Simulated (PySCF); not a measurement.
# Ionisation energy of Cs by level of theory

Cs [Xe] 6s1 (2S) → Cs⁺ [Xe] (1S), as a difference of total energies. Computed with PySCF 2.14 in aug-cc-pVTZ-X2C (9s8p6d3f, 84 functions), with scalar relativity by spin-free X2C-1e. The calculations carry no spin-orbit coupling.

```json
{"method": "UHF", "ionisation energy (eV)": "3.479"}
{"method": "LDA", "ionisation energy (eV)": "4.101"}
{"method": "PBE", "ionisation energy (eV)": "3.975"}
{"method": "PBE0", "ionisation energy (eV)": "3.892"}
{"method": "r2SCAN", "ionisation energy (eV)": "3.767"}
{"method": "M06-2X", "ionisation energy (eV)": "3.797"}
{"method": "HSE06", "ionisation energy (eV)": "3.911"}
{"method": "wB97X-V", "ionisation energy (eV)": "3.695"}
```

For comparison: 3.894 eV (measured; NIST Atomic Spectra Database, ionization energies).
